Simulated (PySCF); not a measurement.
GeHO, SMILES [OH+]=[Ge] (connectivity only; charge and spin as stated), charge +1, multiplicity 1. Atoms are numbered in the order given.

```xyz
3

O      0.0000     0.0000     1.2756
Ge     0.0000     0.0000    -0.3889
H      0.0000     0.0000     2.2400
```
Charge +1, spin multiplicity 1.

Coordinates come from a ωB97X-D3(BJ)/def2-TZVP optimisation. The isomer is the one that the SMILES or the coordinates give; other isomers of the formula were not compared.

Computed with ωB97X/def2-TZVPD (PySCF).

Gas-phase values at a fixed geometry.

Q: Estimate the frontier levels, gap, dipole moment and polarisability. (The exact figures need the calculation; the answer reports its results.)

A: 
```json
{
 "highest_occupied_level": "-19.55 eV",
 "lowest_empty_level": "-6.58 eV",
 "orbital_gap": "12.97 eV",
 "dipole_moment_about_the_centre_of_nuclear_charge": "0.27 D",
 "mean_static_polarisability": "23.9 bohr³ (3.55 Å³)",
 "polarisability_principal_values": "20.8, 20.8, 30.2 bohr³"
}
```
